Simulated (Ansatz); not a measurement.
Reaction (SMILES): [F][Sc][F] as doublet, charge 0 → [F][Sc] + F atom (the F-Sc bond at the site shown breaks; other sites are not compared here)
Geometries: B3LYP-D3(BJ)/def2-TZVP minima from Ansatz (an electronic-structure program). Frequencies are from Ansatz. Unstable Hartree-Fock reference: [F][Sc]. [F][Sc][F] as doublet, charge 0: The spin state was set by rule; other spins were not relaxed. A spin state is the lowest found, not a proven ground state.

Quantity: bond dissociation energy (enthalpy at 298 K, with B3LYP-D3(BJ) rigid-rotor harmonic-oscillator terms), in kcal/mol. Valence correlation only, unless marked. Open shells are spin-unrestricted. No spin-orbit coupling. Frozen are the shells of the preceding noble gas and the d and f shells that filled before the atom's block. No relativistic terms. CBS marks a two-point X^-3 extrapolation of the correlation energy; Hartree-Fock from the larger set. The bracket is a focal-point correction in the basis named.

```tsv
level	program	bond dissociation energy (kcal/mol)
PBE-D4/def2-TZVPD	Ansatz + dftd4	161.6
r2SCAN/def2-TZVPD	Ansatz	163.8
BHLYP/def2-TZVPD	Ansatz	144.2
HSE06-D3(BJ)/def2-TZVPD	Ansatz + dftd3	[?]
CAM-B3LYP-D3(BJ)/def2-TZVPD	Ansatz + dftd3	155.8
PBE-QIDH/def2-TZVPD	Ansatz	[?]
CCSD/def2-TZVPPD	Ansatz	[?]
RI-MP2/CBS(def2-TZVPPD,def2-QZVPPD)+[CCSD(T)-MP2]/def2-TZVPPD	Ansatz	[?]
```

### Question
Fill in the missing entries.

### Answer

- HSE06-D3(BJ)/def2-TZVPD, bond dissociation energy (kcal/mol): 154.1
- PBE-QIDH/def2-TZVPD, bond dissociation energy (kcal/mol): 152.0
- CCSD/def2-TZVPPD, bond dissociation energy (kcal/mol): 143.0
- RI-MP2/CBS(def2-TZVPPD,def2-QZVPPD)+[CCSD(T)-MP2]/def2-TZVPPD, bond dissociation energy (kcal/mol): 148.5
